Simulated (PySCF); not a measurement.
**Dipole response of Pd (palladium, neutral)**

[Kr] 4d10, closed-shell 1S. All numbers are calculated (PySCF 2.14, the spin-free X2C one-electron Hamiltonian (Gaussian nucleus), in x2c-QZVPPall with one added diffuse shell each of s, p, d, f, g type (14s9p8d5f3g, 143 functions)). Coupled (time-dependent) response in atomic units; α is the mean over directions.

| method | mean α (bohr³) | C₆ (like pair) | S(−4) |
| --- | --- | --- | --- |
| M06 | 28.79 | 207.9 | 587.6 |

S(−4) is the Cauchy moment in α(ω) = α(0) + S(−4) ω² + …

Reference α: 26.14 ± 0.1 bohr³ (recommended; Schwerdtfeger and Nagle, table of static dipole polarizabilities (2023 update)). Published C₆: 628.0 (Gould and Bucko (2016)).

α(iu) at M06:

| u (hartree) | α(iu) (bohr³) |
| --- | --- |
| 0 | 28.79 |
| 0.0500 | 27.44 |
| 0.100 | 24.44 |
| 0.200 | 18.52 |
| 0.300 | 14.46 |
| 0.500 | 9.804 |
| 0.750 | 6.808 |
| 1.00 | 5.093 |
| 1.50 | 3.227 |
| 2.00 | 2.245 |
| 3.00 | 1.265 |
| 5.00 | 0.5623 |

A single London oscillator, α(iu) = α/(1 + u²/ω²), gives C₆ = (3/4) ω α². Matching the computed C₆ needs ω = 4 × 207.9 / (3 × 28.79²) = 0.334 hartree.
